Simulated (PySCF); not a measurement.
**TaH4 at several levels of theory**

Computed with PySCF 2.14.0 (density fitting, no spin-orbit coupling) at the geometry relaxed with PBE0:

```xyz
5
TaH4 (doublet)
Ta    0.0000    0.0000    0.0000
H     1.4807    0.0000    0.9677
H     0.0000    1.4807   -0.9677
H    -1.4807    0.0000    0.9677
H     0.0000   -1.4807   -0.9677
```

| level | basis | state | HOMO (eV) | gap (eV) | charge on Ta1 (e) | dipole about the centre of mass (D) | largest force component (eV/Å) |
| --- | --- | --- | --- | --- | --- | --- | --- |
| PBE0 | Ta def2-SVP with ECP60, H def2-SVP | doublet | -5.73 | 2.66 | 0.91 | 0.00 | 0.00 |
| BLYP | the same | doublet | -4.14 | 0.11 | 0.78 | 0.00 | 0.18 |
| HF | the same | doublet | -9.60 | 10.37 | 1.38 | 0.00 | 0.21 |
| TPSSh | the same | doublet | -5.02 | 1.38 | 1.00 | 0.00 | 0.07 |
| PBE0 | Ta def2-TZVP with ECP60, H def2-TZVP | doublet | -5.72 | 2.67 | 0.58 | 0.00 | 0.03 |
| PBE0 | Ta x2c-SVPall, H x2c-SVPall | doublet | -6.02 | 2.66 | 0.48 | 0.00 | 0.35 |

HOMO and gap are taken over both spins. Charges are Mulliken's, which hang on the basis. The relaxation used the grid (50, 194), these runs (75, 302) or, all-electron (x2c bases, spin-free X2C Hamiltonian), (99, 590).

What does B3LYP with Ta def2-SVP with ECP60, H def2-SVP give here?

state doublet, HOMO (eV) -5.41, gap (eV) 2.11, charge on Ta1 (e) 0.90, dipole about the centre of mass (D) 0.00, largest force component (eV/Å) 0.08. Time: 3.1 s on 2 threads of Arm Neoverse N1, with other jobs on the host, from an already converged density.

Open shells may have lower solutions than the one found.

A gap near or under zero over both spins lies within a partly filled shell and is no excitation energy.
